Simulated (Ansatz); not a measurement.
Program: Ansatz. Geometries: PBE0-D4/def2-TZVP. ΔE: electronic, gas phase. CBS: MP2 limit from def2 TZ/QZ plus the TZ coupled-cluster correction, frozen cores. Functionals use def2-TZVPP. For Ge outer-core shells are correlated without core-valence functions, which leaves a few kJ/mol of doubt a bond. Scalar relativity is left out up to krypton. One conformer a species, not always the lowest.

`CS[Si](F)(F)Cl` + `C[S][GeH2][Cl]` → `F[Si](F)(Cl)[S][GeH2][Cl]` + `CSC`  (formal exchange of groups at the Si–S bond)

`CS[Si](F)(F)Cl`:

```xyz
9

C    -0.092    0.861    1.298
S     0.406    1.181   -0.427
Si    0.101   -0.732   -1.195
F     0.968   -1.820   -0.442
F    -1.393   -1.216   -1.007
Cl    0.566   -0.750   -3.157
H     0.556    0.119    1.759
H     0.022    1.810    1.821
H    -1.133    0.548    1.351
```

`C[S][GeH2][Cl]`:

Z-matrix (Å, degrees):
```
C
S 1 1.815
H 1 1.089 2 110.8
H 1 1.090 2 111.3 3 123.0
H 1 1.090 2 106.4 3 -118.4
Ge 2 2.193 1 99.2 3 -61.2
Cl 6 2.164 2 109.8 1 62.6
H 6 1.531 2 108.5 1 -179.6
H 6 1.535 2 111.4 1 -53.1
```

`F[Si](F)(Cl)[S][GeH2][Cl]`:

Cartesian coordinates in Å:
```
F 1.097 -1.453 0.605
Si 0.094 -0.617 1.494
F -0.538 -1.596 2.555
Cl 1.160 0.773 2.490
S -1.466 0.163 0.334
Ge -0.382 0.499 -1.585
Cl 1.229 1.882 -1.284
H 0.224 -0.802 -2.109
H -1.419 1.151 -2.500
```

`CSC`:

Cartesian coordinates in Å:
```
C -0.505 1.231 0.327
S 0.506 0.480 -0.953
C 0.522 -1.214 -0.360
H -1.502 0.788 0.354
H -0.598 2.290 0.084
H -0.034 1.136 1.308
H -0.487 -1.631 -0.326
H 1.118 -1.797 -1.063
H 0.981 -1.282 0.629
```

| level | ΔE (eV) |
| --- | --- |
| r2SCAN-D4 | -0.06 |
| B2PLYP | -0.04 |
| PBE | -0.03 |
| r2SCAN | -0.05 |
| PBE0 | -0.04 |
| MP2/def2-TZVPP | -0.08 |
| SCS-MP2/def2-TZVPP | -0.07 |
| CCSD(T)/def2-TZVPP | -0.06 |

(1) What does CCSD(T)/CBS give? (An estimate is asked.)

Largest T1 diagnostic among the species: 0.011.

Results:

(1) The calculation gave: -0.06 eV. The listed levels differ from it by 0.00, 0.02, 0.03, 0.01, 0.02, -0.02, -0.01, 0.00 eV.

The D4 term adds −0.05 eV with B3LYP and −0.03 eV with PBE0; it sums over pairs of atoms, weighted by their polarisabilities, and B3LYP, whose exchange is more repulsive, gets the larger term.

B3LYP here is the variant with VWN-RPA as its local correlation; programs differ in this.
